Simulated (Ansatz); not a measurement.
Consider the isomerisation: `CC[N](CC)[Ga]([Cl])[Cl]` → `CC(C)(C)[NH][Ga]([Cl])[Cl]`.

Isolated molecules relaxed with PBE0-D4/def2-TZVP in Ansatz; ΔE leaves out vibrations. CCSD(T)/CBS adds triple-zeta CCSD(T) − MP2 to the extrapolated MP2 energy (def2 sets, frozen cores). DFT in def2-TZVPP. HSE06 is defined as in plane-wave codes. For Ga outer-core shells are correlated without core-valence functions, which leaves a few kJ/mol of doubt a bond. Scalar relativity is left out up to krypton. Each species was taken in one conformer, which may not be the lowest.

CCSD(T)/CBS gives -43.5 kJ/mol.

(1) Another level gave -41.6 kJ/mol. Which?
A. MP2/def2-TZVPP
B. HSE06/def2-TZVPP
C. BLYP-D4/def2-TZVPP
D. r2SCAN/def2-TZVPP

Largest T1 diagnostic among the species: 0.012.

## Answers

(1) D. r2SCAN -41.6, BLYP-D4 -31.6, HSE06 -36.5, MP2/def2-TZVPP -46.3 kJ/mol.

From PBE to PBE0 (25 % exact exchange), in def2-TZVPP and without D4, ΔE moves by −3.8 kJ/mol. At CCSD(T), def2-SVP lies +6.2 kJ/mol from the extrapolated value and def2-TZVPP +0.8 kJ/mol. Leaving LDA and LC-ωPBE aside and taking each functional with its dispersion term where it has one, the values, not all of them listed here, spread over 11.8 kJ/mol, from B97M-V to BLYP-D4. LDA lies −7.0 kJ/mol from PBE without D4.

CCSD(T)/CBS has its own doubt, a few kJ/mol and more with outer-core shells, so smaller differences from it don't rank the levels.
